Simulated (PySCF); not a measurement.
# Basis-set dependence of excited states

C₂H₉NSi₂.
InChI=1S/C2H9NSi2/c1-2-5-3-4/h2-3H,1,5H2,4H3

TDDFT with PBE0 (PySCF), vertical singlets, core orbitals frozen in the response, spherical d and f functions. Geometry: PBE0-D3(BJ)/def2-SVP, one conformer, isolated molecule.

Task: Compare 6-31G*, 6-31+G*, def2-SVP, def2-SVPD, aug-cc-pVDZ, def2-TZVP and def2-TZVPD for this molecule.

Result: 

```csv
basis,functions,diffuse,S1 (eV),S2 (eV),S3 (eV),S4 (eV),S5 (eV),LUMO (eV),α (au)
6-31G*,96,no,6.06,6.31,7.06,7.33,7.47,0.06,69.2
6-31+G*,116,yes,5.84,5.87,6.52,6.88,7.02,-0.37,79.2
def2-SVP,123,no,5.94,6.45,7.17,7.23,7.37,-0.21,74.4
def2-SVPD,180,yes,5.83,6.07,6.80,7.03,7.11,-0.43,86.3
aug-cc-pVDZ,204,yes,5.75,5.77,6.50,6.64,6.87,-0.46,88.4
def2-TZVP,221,no,5.85,6.11,6.84,7.00,7.10,-0.41,82.6
def2-TZVPD,278,yes,5.81,5.93,6.62,6.94,6.97,-0.48,87.5
```

States are compared by their number. Against the largest diffuse basis here (def2-TZVPD, itself not a converged limit), sets without diffuse functions differ by up to 0.25 eV in S1 and 0.50 eV in S5; the smaller diffuse sets differ by up to 0.06 and 0.15 eV. State by state, the largest deviation of a set without diffuse functions is S1 0.25, S2 0.52, S3 0.55, S4 0.39, S5 0.50 eV. The same number needn't mean the same state in each row. Against def2-TZVPD the polarisability deviates by -21% in 6-31G*, -10% in 6-31+G*, -15% in def2-SVP, -1% in def2-SVPD, +1% in aug-cc-pVDZ, -6% in def2-TZVP. A single + in a Pople set puts diffuse functions on heavy atoms only.
